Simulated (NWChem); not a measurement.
AlH₂OBr; SMILES [OH][AlH][Br]

```xyz
5

Al    -0.5912     1.1864     0.0000
H     -2.1448     1.3982     0.0000
Br     0.3138    -0.8812     0.0000
O      0.4019     2.5568     0.0000
H      1.3598     2.5914     0.0000
```
Atoms are numbered in this order, from 1.

Computed with NWChem. Structure relaxed at the PBE0/def2-SVP level. Static field.

Task: Order these by “anisotropy (bohr³)”, lowest first: BHandHLYP/aug-cc-pVDZ; PBE/aug-cc-pVDZ; LC-BLYP (range parameter 0.33 per bohr)/aug-cc-pVDZ; B3LYP/aug-cc-pVDZ.

Result: BHandHLYP/aug-cc-pVDZ (16.1), LC-BLYP (range parameter 0.33 per bohr)/aug-cc-pVDZ (17.3), B3LYP/aug-cc-pVDZ (17.9), PBE/aug-cc-pVDZ (19.3)
